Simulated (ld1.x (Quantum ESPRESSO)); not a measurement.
## Ranking TM semilocal potentials for bismuth

All share these settings but for the change named:

- Element: Bi (Z = 83)
- Generator: ld1.x (Quantum ESPRESSO) 7.5
- Type: norm-conserving Troullier–Martins (semilocal form)
- Functional: PBE
- Relativity: scalar-relativistic
- Frozen core: [Xe] 4f14
- Valence charge: 15
- Reference configuration: 5d10 6s2 6p1 (charge +2)
- Partial waves: 6s (bound): rc 1.85 bohr; 5d (bound): rc 1.70 bohr; 6p (bound): rc 2.40 bohr
- Local potential: the p channel
- Core correction: none

Test errors are all-electron minus pseudo excitation energies from the reference, over 5d10 6s2 6p3; 5d10 6s2 6p2; 5d10 6s2 6p0; 5d10 6s1 6p4; 5d10 6s1 6p0; 5d10 6s2 6p2.5; 5d10 6s1 6p3. None of these files shows a bound ghost.

The base gives 22.6 meV.

Of 10 variants that were run, those that failed, showed a ghost or another fault, or gave nearly equal values are left out.

A variant can come out equal or close to the base, since the largest error may sit in a test that the change hardly touches while other tests move.

(1) Rank these variants by their largest absolute test error, smallest first.
A. wave 6p (bound): rc 2.40 bohr becomes 6p (bound): rc 3.64 bohr
B. wave 6p (bound): rc 2.40 bohr becomes 6p (bound): rc 2.96 bohr
C. wave 6p (bound): rc 2.40 bohr becomes 6p (bound): rc 1.86 bohr
D. wave 6p (bound): rc 2.40 bohr becomes 6p (bound): rc 2.28 bohr
E. wave 6p (bound): rc 2.40 bohr becomes 6p (bound): rc 3.34 bohr

## Answers

(1) D (22.5 meV), B (26.6 meV), C (30.7 meV), E (49.1 meV), A (84.4 meV).
